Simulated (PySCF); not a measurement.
# Ti⁻ (titanium, charge -1) across methods

[Ar] 3d3 4s2, high-spin 4F determinant. All numbers are calculated (PySCF 2.14, the non-relativistic Hamiltonian (point nucleus), in aug-cc-pVDZ (7s6p4d2f, 59 functions)).

| method | E (hartree) | mean ε 4s α (eV) | mean ε 4s β (eV) | mean ε 3d α (eV) | Σ⟨r²⟩ (bohr²) | ⟨S²⟩ |
| --- | --- | --- | --- | --- | --- | --- |
| LDA | -847.331 | 0.226 | 0.853 | 1.843 | 87.84 | 3.782 |
| UHF | -848.38138 | -1.709 | 0.181 | -3.585 | 119.9 | 4.131 |
| PBE | -849.149 | 0.348 | 0.940 | 1.856 | 88.99 | 3.777 |
| PBE0 | -849.176 | -0.040 | 0.602 | 0.818 | 88.49 | 3.791 |
| BHandHLYP | -849.358 | -0.196 | 0.278 | -0.205 | 89.81 | 3.773 |
| BLYP | -849.404 | 0.567 | 0.995 | 2.045 | 89.88 | 3.768 |
| TPSSh | -849.391 | 0.166 | 0.849 | 1.423 | 87.77 | 3.785 |
| r2SCAN | -849.347 | 0.093 | 0.880 | 1.543 | 92.96 | 3.898 |

(1) Estimate the same row for wB97X-V.

The highest occupied level is positive at LDA, UHF, PBE, PBE0, BHandHLYP, BLYP, TPSSh, r2SCAN: only the finite basis holds that electron, at UHF too, so the state is unbound at these levels.

Results:

(1) E (hartree) = -849.239; mean ε 4s α (eV) = -1.201; mean ε 4s β (eV) = -0.643; mean ε 3d α (eV) = -1.166; Σ⟨r²⟩ (bohr²) = 86.45; ⟨S²⟩ = 3.770.
